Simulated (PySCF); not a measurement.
CH2BF3O (SMILES OBC(F)(F)F), singlet, geometry from GFN2-xTB; PySCF with CASSCF(4,3)/STO-3G.

PySCF was given this input:
```python
from pyscf import gto, scf, mcscf
import numpy

mol = gto.Mole()
mol.atom = '''
    B    -0.46527285    0.76691455    0.96846317
    C    -0.05345617   -0.37967231   -0.13021566
    F    -1.08875824   -0.81295197   -0.87790493
    F     0.50259937   -1.48052429    0.41526395
    F     0.86570105    0.09034274   -1.01868338
    H    -1.24438412    0.52056097    1.80005278
    O     0.08143142    1.95078598    0.90684538
    H     0.72415441    2.14481403    0.21608149
'''
mol.basis = 'sto-3g'
mol.verbose = 4
mol.build()

mf = scf.RHF(mol)
mf.kernel()
mc = mcscf.CASSCF(mf, 3, 4)
mc.fix_spin_(ss=0.0)
mc.kernel()
occ = numpy.linalg.eigvalsh(mc.fcisolver.make_rdm1(mc.ci, mc.ncas, mc.nelecas))[::-1]
ss = mc.fcisolver.spin_square(mc.ci, mc.ncas, mc.nelecas)[0]
print('natural occupations', occ.round(4), ' <S^2>', round(ss, 4))
```

It wrote (shortened):

```
PySCF version 2.14.0

[INPUT] verbose = 4
[INPUT] num. atoms = 8
[INPUT] num. electrons = 48
[INPUT] charge = 0
[INPUT] spin (= nelec alpha-beta = 2S) = 0
[INPUT] symmetry False subgroup None
[INPUT] Mole.unit = angstrom
[INPUT] Symbol           X                Y                Z      unit          X                Y                Z       unit  Magmom
[...]
nuclear repulsion = 244.619971945449
number of shells = 20
number of NR pGTOs = 96
number of NR cGTOs = 32
basis = sto-3g
ecp = {}

******** <class 'pyscf.scf.hf.RHF'> ********
method = RHF
initial guess = minao
damping factor = 0
level_shift factor = 0
DIIS = <class 'pyscf.scf.diis.CDIIS'>
diis_start_cycle = 1
diis_space = 8
diis_damp = 0
SCF conv_tol = 1e-09
SCF conv_tol_grad = None
SCF max_cycles = 50
direct_scf = True
direct_scf_tol = 1e-13
Set gradient conv threshold to 3.16228e-05
Initial guess from minao.
init E= -431.753519857379
[...]
cycle= 1 E= -430.713367717694  delta_E= 1.04  |g|= 0.802  |ddm|= 3.49
[...]
cycle= 2 E= -430.923036657592  delta_E= -0.21  |g|= 0.284  |ddm|= 1.32
[...]
cycle= 3 E= -430.947657861968  delta_E= -0.0246  |g|= 0.0554  |ddm|= 0.374
[...]
cycle= 4 E= -430.949576231991  delta_E= -0.00192  |g|= 0.0144  |ddm|= 0.133
[...]
cycle= 5 E= -430.949694460432  delta_E= -0.000118  |g|= 0.00272  |ddm|= 0.0337
[...]
cycle= 6 E= -430.949699183463  delta_E= -4.72e-06  |g|= 0.000331  |ddm|= 0.00691
[...]
cycle= 7 E= -430.949699252507  delta_E= -6.9e-08  |g|= 5.96e-05  |ddm|= 0.000851
[...]
cycle= 8 E= -430.949699254992  delta_E= -2.49e-09  |g|= 1.45e-05  |ddm|= 0.000146
[...]
cycle= 9 E= -430.949699255169  delta_E= -1.77e-10  |g|= 2.33e-06  |ddm|= 4.61e-05
[...]
Extra cycle  E= -430.949699255172  delta_E= -3.41e-12  |g|= 9.98e-07  |ddm|= 4.52e-06
converged SCF energy = -430.949699255172

******** <class 'pyscf.mcscf.mc1step.CASSCF'> ********
CAS (2e+2e, 3o), ncore = 22, nvir = 7
max_cycle_macro = 50
max_cycle_micro = 4
conv_tol = 1e-07
conv_tol_grad = None
orbital rotation max_stepsize = 0.02
orbital rotation threshold for CI restart = 0.01
augmented hessian ah_max_cycle = 30
augmented hessian ah_conv_tol = 1e-12
augmented hessian ah_linear dependence = 1e-14
augmented hessian ah_level shift = 1e-08
augmented hessian ah_start_tol = 2.5
augmented hessian ah_start_cycle = 3
augmented hessian ah_grad_trust_region = 3
kf_trust_region = 3
kf_interval = 4
ci_response_space = 4
ci_grad_trust_region = 3
with_dep4 0
natorb = False
canonicalization = True
sorting_mo_energy = False
[...]
CASCI E = -430.949954291770  S^2 = 0.0000000
[...]
macro iter  16 (  7 JK    2 micro), CASSCF E = -430.971338046252  dE = -8.23886202e-05  S^2 = 0.0000000
               |grad[o]|=0.000818  |grad[c]|=0.0167  |ddm|=0.00645  |maxRot[o]|=0.0697
macro iter  17 (  7 JK    2 micro), CASSCF E = -430.971428875334  dE = -9.08290821e-05  S^2 = 0.0000000
               |grad[o]|=0.000792  |grad[c]|=0.0237  |ddm|=0.00616  |maxRot[o]|=0.0697
macro iter  18 (  7 JK    2 micro), CASSCF E = -430.971519998578  dE = -9.11232436e-05  S^2 = 0.0000000
               |grad[o]|=0.000779  |grad[c]|=0.029  |ddm|=0.00496  |maxRot[o]|=0.0696
macro iter  19 (  7 JK    2 micro), CASSCF E = -430.971597101529  dE = -7.71029514e-05  S^2 = 0.0000000
               |grad[o]|=0.000782  |grad[c]|=0.0295  |ddm|=0.00316  |maxRot[o]|=0.0696
macro iter  20 (  7 JK    2 micro), CASSCF E = -430.971643244459  dE = -4.61429291e-05  S^2 = 0.0000000
               |grad[o]|=0.000747  |grad[c]|=0.0256  |ddm|=0.00136  |maxRot[o]|=0.0696
macro iter  21 (  5 JK    2 micro), CASSCF E = -430.971649809363  dE = -6.56490403e-06  S^2 = 0.0000000
               |grad[o]|=0.000521  |grad[c]|=0.00351  |ddm|=0.000251  |maxRot[o]|=0.0286
macro iter  22 ( 12 JK    3 micro), CASSCF E = -430.971629711668  dE =  2.00976942e-05  S^2 = 0.0000000
               |grad[o]|=0.0002  |grad[c]|=0.0189  |ddm|=0.000573  |maxRot[o]|=0.0782
macro iter  23 (  7 JK    2 micro), CASSCF E = -430.971640157612  dE = -1.04459440e-05  S^2 = 0.0000000
               |grad[o]|=0.000553  |grad[c]|=0.001  |ddm|=4.65e-05  |maxRot[o]|=0.0209
macro iter  24 (  6 JK    2 micro), CASSCF E = -430.971648680172  dE = -8.52255999e-06  S^2 = 0.0000000
               |grad[o]|=0.000431  |grad[c]|=0.00228  |ddm|=0.000135  |maxRot[o]|=0.0273
macro iter  25 (  6 JK    1 micro), CASSCF E = -430.971650276538  dE = -1.59636562e-06  S^2 = 0.0000000
               |grad[o]|=0.000152  |grad[c]|=0.000987  |ddm|=8.04e-05  |maxRot[o]|=0.0188
macro iter  26 (  3 JK    1 micro), CASSCF E = -430.971650286013  dE = -9.47545686e-09  S^2 = 0.0000000
               |grad[o]|=0.000128  |grad[c]|=2.68e-05  |ddm|=1.84e-05  |maxRot[o]|=0.000434
1-step CASSCF converged in  26 macro (254 JK  62 micro) steps
CASSCF canonicalization
Density matrix diagonal elements [1.98734874 1.98731162 0.02533964]
CASSCF energy = -430.971650286013
CASCI E = -430.971650286013  E(CI) = -7.10862999901701  S^2 = 0.0000000
natural occupations [1.9992 1.9758 0.025 ]  <S^2> 0.0
```
